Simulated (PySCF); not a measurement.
AlOCl, SMILES [O]=[Al][Cl]. Coordinates come from a PBE-D3(BJ)/def2-TZVP optimisation.

Computed equilibrium geometry at PBE-D3(BJ)/def2-TZVP (PySCF confirms it by a frequency run) as Cartesian coordinates in Å, and its point group:
point group C∞v.
```xyz
3

Al     0.0000     0.0000    -0.5899
O      0.0000     0.0000    -2.2033
Cl     0.0000     0.0000     1.4879
```
Charge 0, spin multiplicity 1.
